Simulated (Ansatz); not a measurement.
Compare A (`C[SiH2][SiH](C)Cl`) with its isomer B (`C[SiH](C)[SiH2]Cl`).

Gas-phase electronic energies from Ansatz, PBE0-D4/def2-TZVP geometries. CCSD(T)/CBS is the MP2 limit (def2-TZVPP, def2-QZVPP) plus CCSD(T) − MP2 in def2-TZVPP, frozen cores. DFT in def2-TZVPP. B3LYP here is the variant with VWN-RPA as its local correlation; programs differ in this. One conformer a species, not always the lowest.

Which is lower in electronic energy at CCSD(T)/CBS, and by how much? (An estimate is asked.)

Ansatz gave: A, by 1.4 kcal/mol.

Give E(B) − E(A) in kcal/mol with r2SCAN-D4, PBE-D4, B3LYP, ωB97M-V, CCSD(T)/def2-TZVPP, B3LYP-D4, B2PLYP. (An estimate is asked.)

Computed: r2SCAN-D4 1.5, PBE-D4 1.4, B3LYP 1.5, ωB97M-V 1.3, CCSD(T)/def2-TZVPP 1.3, B3LYP-D4 1.3, B2PLYP 1.5. None reverses the order clearly.

Largest T1 diagnostic: 0.010.
